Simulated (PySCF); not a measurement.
Task: What does the PBE0-D3(BJ)/def2-SVP structure of thiophene-2-boronic acid (`s1c(B(O)O)ccc1`) look like in three dimensions?

Result: 
```
atom  x, y, z in Å
O1    -2.4273    0.7118   -0.9903
B2    -1.6486    0.0128   -0.1124
O3    -2.2614   -0.7466    0.8325
C4    -0.0896    0.0313   -0.1264
C5     0.7709   -0.6449    0.7137
C6     2.1426   -0.4120    0.4350
C7     2.3204    0.4455   -0.6228
S8     0.8205    0.9596   -1.2669
H9    -1.9337    1.2264   -1.6350
H10   -3.2203   -0.6927    0.7564
H11    0.4050   -1.2929    1.5116
H12    2.9700   -0.8567    0.9897
H13    3.2567    0.7991   -1.0529
```

Orientation and origin are arbitrary. Atoms count from 1 in this order. Of the pairs four or more bonds apart, S8···H9 is among the closest relative to their van der Waals radii: 2.79 Å, 93 % of the sum of Bondi's values. B2 (three-coordinate boron) is planar (angles 123.9°, 118.4° and 117.6°, sum 360.0°, 0.00 Å off the plane of its three neighbours). O1 (boron-bound oxygen) is bent (angle 114.4°). The 5-membered ring C4–C5–C6–C7–S8 has internal angles of 93.0° to 113.8° (sum 540°, against 540° for a flat polygon); it is planar, 0.00 Å rms from its mean plane, widest ring torsion 0°.

Bonds between heavy atoms (Å): O1–B2 1.366, B2–O3 1.358, B2–C4 1.559, C4–C5 1.380, C5–C6 1.419, C6–C7 1.373, C7–S8 1.711, C4–S8 1.729.

The calculation used PBE0-D3(BJ)/def2-SVP geometry optimisation, gas phase (PySCF).

Point group: Cs (tolerance 0.08 Å). PBE0-D3(BJ)/def2-SVP frequencies: not computed here. The numbers are those of one conformer (H–O1–B2–O3 180°, O1–B2–O3–H 0°).

Time: 45 s of wall time; peak memory 0.76 GiB. Hardware: one thread, Arm Neoverse V1 (aarch64), no GPU, on a shared host. That covers the optimisation of the geometry.
